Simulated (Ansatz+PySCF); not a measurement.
Results of a calculation; reference values are marked as such.
Input for Ansatz (development build ahead of 0.2.0):

```yaml
crystal:
  periodic: [false, false, false]
  atoms:
    - { symbol: Be, position_ang: [0.0, 0.0, -2.67694] }
    - { symbol: O, position_ang: [0.0, 0.0, 1.33847] }
basis:
  gaussian: { orbitals: STO-3G }
magnetization:
  spin_polarized: true
hamiltonian:
  xc: hf
correlation:
  method: mp2
  frozen_orbitals: { Be: 0, O: 1 }
scf:
  omitted_lower_state_checks: [starts, atomic_configurations, cluster_reference, orbital_swaps, given_window_search, neighbouring_geometries, increment]
```

The input is written out in the form of the current development build from the run's settings.

The run gave:

```
Converged                       : yes
Reference energy                : -88.10992 hartree
Correlation energy              : -0.01961 hartree
Total energy                    : -88.12953 hartree
Spin squared of the determinant : 1.213
Stability test                  : minimum
```

Caution: large amplitudes, a single reference is doubtful; another spin multiplicity may lie lower; the unrestricted determinant is a mixture of spin states; the determinant breaks the point group.
